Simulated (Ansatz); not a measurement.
`CS[SiH2]I` + NH₃ → `N[SiH2]I` + CH₃SH at 600 K and 1 bar (ligand exchange at the Si–S bond).

Isolated molecules relaxed with PBE0-D4/def2-TZVP in Ansatz; ΔE leaves out vibrations. CCSD(T)/CBS is the MP2 limit (def2-TZVPP, def2-QZVPP) plus CCSD(T) − MP2 in def2-TZVPP, frozen cores. This one scheme is used for every species. Elements past krypton have def2 core potentials. For I outer-core shells are correlated without core-valence functions, which leaves a few kJ/mol of doubt a bond. Each species was taken in one conformer, which may not be the lowest.

| species | CCSD(T)/CBS energy (Eh) | H − E (kJ/mol) | S (J/(mol·K)) |
| --- | --- | --- | --- |
| `CS[SiH2]I` | -1025.41950 | 207.1 | 444.5 |
| NH₃ | -56.50880 | 112.4 | 219.5 |
| `N[SiH2]I` | -643.69654 | 160.5 | 379.4 |
| CH₃SH | -438.22835 | 152.3 | 296.8 |

H − E and S are ideal-gas, rigid-rotor, harmonic terms from PBE0-D4/def2-TZVP, for one conformer and one mirror image of each species. 1 Eh = 2625.50 kJ/mol, R = 8.31446 J/(mol·K).

**Question.** By hand: ΔE, ΔH, ΔS and ΔG.

**Answer.** ΔE = (-643.69654) + (-438.22835) − (-1025.41950) − (-56.50880) = 0.00341 Eh = 9.0 kJ/mol. Δ(H − E) = 160.5 + 152.3 − 207.1 − 112.4 = -6.7, so ΔH = 2.3 kJ/mol. ΔS = 379.4 + 296.8 − 444.5 − 219.5 = 12.2 J/(mol·K). ΔG = 2.3 − 600 × (12.2)/1000 = -5.0 kJ/mol.

**Question.** By hand: the equilibrium constant, and the temperature at which ΔG would vanish if ΔH and ΔS stayed fixed.

**Answer.** log₁₀ K = −ΔG/(RT ln 10) = 0.4. ΔG = 0 at ΔH/ΔS = 189 K, though so small a ΔH makes that figure unsure.

TΔS isn't small against ΔH here. The sign of ΔG lies within the doubt. A doubt of 5 kJ/mol in ΔE shifts log₁₀ K by 0.4 here. Other conformers and mirror images would add mixing entropy, several J/(mol·K) or more a flexible species. These are equilibria of isolated gas molecules and say nothing of rates. Largest T1 diagnostic: 0.009 (customary marks: 0.02 for closed shells, 0.045 for open ones).
